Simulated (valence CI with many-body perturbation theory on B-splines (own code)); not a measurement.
## Yb³⁶⁺: E2, M1, M2 decay

Calculated by relativistic CI+MBPT: six valence electrons over a frozen Dirac-Fock core [Ar] 3d10, radial functions for each j: 9 s, 9 p, 8 d, 6 f, 3 g, 1 h, with the one-electron correlation potential Σ1 (screened to all orders), the two-electron term Σ2, the three-electron term Σ3, Breit, model QED; selected single and double excitations, second order for the rest, scaled by the run's own slope (own B-spline code, finite nucleus).

No measured spectrum was set against this ion. As an estimate, large intervals hold to a few tenths of a per cent, small ones and those within an open d or f shell to about a per cent. Among the levels kept, up to 640 cm⁻¹ of a level comes from second order outside the variational space, and about a tenth of that is noise between levels of different J, which matters for small intervals.

Lines 1 to 29 of 29 in falling wavelength, among levels below 2010900 cm⁻¹, chosen from the decays that carry over 1 % of a level's rate. Wavelengths and rates use the calculated energies. Electric multipoles are in the length gauge, E1 and E2 with the static RPA response of the core. S is in atomic units (e²a₀⁴ for E2 and M2, e²a₀⁶ for E3), for M1 in squared Bohr magnetons. Weak lines are less certain than strong ones. Lines between different terms over intervals too small for the method are left out, as are lines whose strength nearly cancels.

Levels are named by their leading jj configuration (3d3/2^4 stands for four electrons in 3d with j = 3/2), which in mixed levels can hold well under half, so a name can repeat and another be missing. Letters in brackets count levels of one name in rising energy.

```
λ vac (nm)                               Upper                               Lower  Type   A (s⁻¹)  S (a.u.)
     154.2          (4s^2 4p1/2^2 4p3/2^2) J=0          (4s^2 4p1/2^2 4p3/2^2) J=2    E2  4.81e+00  3.74e-02
     95.95      (4s^2 4p1/2^2 4p3/2 4d5/2) J=4      (4s^2 4p1/2^2 4p3/2 4d3/2) J=3    M1  1.43e+04  4.22e+00
     85.48      (4s^2 4p1/2 4p3/2^2 4d5/2) J=5      (4s^2 4p1/2 4p3/2^2 4d3/2) J=4    M1  1.79e+04  4.55e+00
     72.60  (4s^2 4p1/2 4p3/2^2 4d5/2) J=4 [b]  (4s^2 4p1/2 4p3/2^2 4d3/2) J=3 [a]    M1  1.49e+04  1.91e+00
     28.76      (4s^2 4p1/2 4p3/2^2 4d3/2) J=4      (4s^2 4p1/2^2 4p3/2 4d5/2) J=3    M1  1.92e+04  1.52e-01
     24.34  (4s^2 4p1/2 4p3/2^2 4d5/2) J=4 [a]      (4s^2 4p1/2^2 4p3/2 4d5/2) J=3    M1  6.18e+05  2.97e+00
     22.52      (4s^2 4p1/2 4p3/2^2 4d3/2) J=4      (4s^2 4p1/2^2 4p3/2 4d5/2) J=4    M1  1.54e+04  5.86e-02
     22.14  (4s^2 4p1/2 4p3/2^2 4d5/2) J=4 [b]  (4s^2 4p1/2^2 4p3/2 4d5/2) J=2 [b]    E2  6.02e+03  2.57e-02
     22.12  (4s^2 4p1/2 4p3/2^2 4d5/2) J=4 [b]      (4s^2 4p1/2^2 4p3/2 4d5/2) J=3    M1  1.95e+05  7.05e-01
     21.52      (4s^2 4p1/2 4p3/2^2 4d5/2) J=5      (4s^2 4p1/2^2 4p3/2 4d5/2) J=3    E2  9.23e+03  4.19e-02
     20.80            (4s^2 4p1/2 4p3/2^3) J=1          (4s^2 4p1/2^2 4p3/2^2) J=0    M1  7.61e+05  7.61e-01
     19.71  (4s^2 4p1/2 4p3/2^2 4d5/2) J=4 [a]      (4s^2 4p1/2^2 4p3/2 4d5/2) J=4    M1  1.81e+06  4.62e+00
     18.33            (4s^2 4p1/2 4p3/2^3) J=1          (4s^2 4p1/2^2 4p3/2^2) J=2    M1  2.54e+06  1.74e+00
     18.33            (4s^2 4p1/2 4p3/2^3) J=1          (4s^2 4p1/2^2 4p3/2^2) J=2    E2  5.00e+04  2.77e-02
     18.24      (4s^2 4p1/2 4p3/2^2 4d3/2) J=4      (4s^2 4p1/2^2 4p3/2 4d3/2) J=3    M1  4.21e+05  8.52e-01
     18.24      (4s^2 4p1/2 4p3/2^2 4d3/2) J=4      (4s^2 4p1/2^2 4p3/2 4d3/2) J=3    E2  4.26e+04  6.91e-02
     18.24  (4s^2 4p1/2 4p3/2^2 4d5/2) J=4 [b]      (4s^2 4p1/2^2 4p3/2 4d5/2) J=4    M1  2.73e+05  5.51e-01
     18.24  (4s^2 4p1/2 4p3/2^2 4d5/2) J=4 [b]      (4s^2 4p1/2^2 4p3/2 4d5/2) J=4    E2  3.05e+04  4.94e-02
     17.82      (4s^2 4p1/2 4p3/2^2 4d5/2) J=5      (4s^2 4p1/2^2 4p3/2 4d5/2) J=4    M1  4.85e+05  1.12e+00
     17.82      (4s^2 4p1/2 4p3/2^2 4d5/2) J=5      (4s^2 4p1/2^2 4p3/2 4d5/2) J=4    E2  4.33e+04  7.64e-02
     17.47                  (4s^2 4p3/2^4) J=0            (4s^2 4p1/2 4p3/2^3) J=2    E2  2.62e+05  3.81e-02
     17.33      (4s^2 4p1/2 4p3/2^2 4d3/2) J=4      (4s^2 4p1/2^2 4p3/2 4d3/2) J=2    E2  2.12e+04  2.66e-02
     17.26            (4s^2 4p1/2 4p3/2^3) J=2          (4s^2 4p1/2^2 4p3/2^2) J=2    M1  1.62e+06  1.54e+00
     17.26            (4s^2 4p1/2 4p3/2^3) J=2          (4s^2 4p1/2^2 4p3/2^2) J=2    E2  8.41e+04  5.75e-02
     16.95  (4s^2 4p1/2 4p3/2^2 4d5/2) J=4 [b]  (4s^2 4p1/2^2 4p3/2 4d5/2) J=2 [a]    E2  1.98e+04  2.22e-02
     16.50                  (4s^2 4p3/2^4) J=0            (4s^2 4p1/2 4p3/2^3) J=1    M1  7.26e+06  1.21e+00
     16.35  (4s^2 4p1/2 4p3/2^2 4d5/2) J=4 [a]      (4s^2 4p1/2^2 4p3/2 4d3/2) J=3    M1  7.17e+04  1.05e-01
     8.186  (4s^2 4p1/2 4p3/2^2 4d5/2) J=4 [b]            (4s^2 4p1/2 4p3/2^3) J=2    M2  6.81e+03  2.01e-04
     7.984      (4s^2 4p1/2^2 4p3/2 4d5/2) J=4          (4s^2 4p1/2^2 4p3/2^2) J=2    M2  4.63e+03  1.21e-04
```
